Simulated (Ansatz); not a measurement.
Reaction (cleavage of the Al–Al bond): `C[BH][AlH][AlH2]` + CH₃OH → `C[O][AlH2]` + `C[BH][AlH2]`

Isolated molecules relaxed with PBE0-D4/def2-TZVP in Ansatz; ΔE leaves out vibrations. CCSD(T)/CBS adds triple-zeta CCSD(T) − MP2 to the extrapolated MP2 energy (def2 sets, frozen cores). This one scheme is used for every species. Functionals use def2-TZVPP. B3LYP here is the variant with VWN-RPA as its local correlation; programs differ in this. HSE06 is defined as in plane-wave codes. One conformer a species, not always the lowest.

Problem. Is it downhill or uphill in electronic energy at CCSD(T)/CBS, and by how much? (An estimate is asked.)

Solution. Ansatz gave: Downhill: ΔE = -31.1 kcal/mol.

Problem. What do these levels give: BLYP-D4, r2SCAN-D4, B97M-V, r2SCANh-D4, HSE06-D4, B2PLYP, B3LYP, r2SCANh, CAM-B3LYP, LC-ωPBE, MP2/def2-QZVPP, CCSD/CBS(def2)? (Best estimate.)

Solution. The calculation gave: BLYP-D4 -32.3, r2SCAN-D4 -30.8, B97M-V -33.8, r2SCANh-D4 -30.8, HSE06-D4 -26.8, B2PLYP -33.3, B3LYP -32.2, r2SCANh -30.8, CAM-B3LYP -34.4, LC-ωPBE -30.6, MP2/def2-QZVPP -34.4, CCSD/CBS(def2) -31.4 kcal/mol.

Problem. What do rigid-rotor, harmonic-oscillator terms from PBE0-D4/def2-TZVP frequencies (298.15 K, 1 bar) make of the CCSD(T)/CBS value? (Best estimate.)

Solution. Ansatz gave: ΔZPE = -2.0 kcal/mol, ΔH = -33.5 kcal/mol, ΔS = -12 J/(mol·K), ΔG = -32.6 kcal/mol.

Largest T1 diagnostic among the species: 0.013.

From BLYP to BHLYP (50 % exact exchange), in def2-TZVPP and without D4, ΔE moves by −2.0 kcal/mol. At CCSD(T), def2-SVP lies −1.9 kcal/mol from the extrapolated value and def2-TZVPP +0.1 kcal/mol.
